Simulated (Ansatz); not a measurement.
Reaction (formal exchange of groups at a Mg–F bond): `C[N](C)[Mg][F]` + `CC(O)(F)S` → `C[N](C)[Mg][SH]` + `CC(O)(F)F`

Isolated molecules relaxed with PBE0-D4/def2-TZVP in Ansatz; ΔE leaves out vibrations. CCSD(T)/CBS is the MP2 limit (def2-TZVPP, def2-QZVPP) plus CCSD(T) − MP2 in def2-TZVPP, frozen cores. Functionals use def2-TZVPP. For Mg outer-core shells are correlated without core-valence functions, which leaves a few kJ/mol of doubt a bond. Each species was taken in one conformer, which may not be the lowest.

```csv
level,ΔE (kcal/mol)
B2PLYP,3.2
CCSD(T)/def2-TZVPP,2.2
```

Question: What does CCSD(T)/CBS give? (An estimate is asked.)

Answer: Computed: +4.2 kcal/mol. The listed levels differ from it by -1.0, -2.0 kcal/mol.

Largest T1 diagnostic among the species: 0.012.

In def2-TZVPP, CCSD(T) changes the Hartree–Fock value by +6.6 kcal/mol (the triples alone add +0.7 kcal/mol) and MP2 by +9.2 kcal/mol. From PBE to PBE0 (25 % exact exchange), in def2-TZVPP and without D4, ΔE moves by −2.1 kcal/mol.
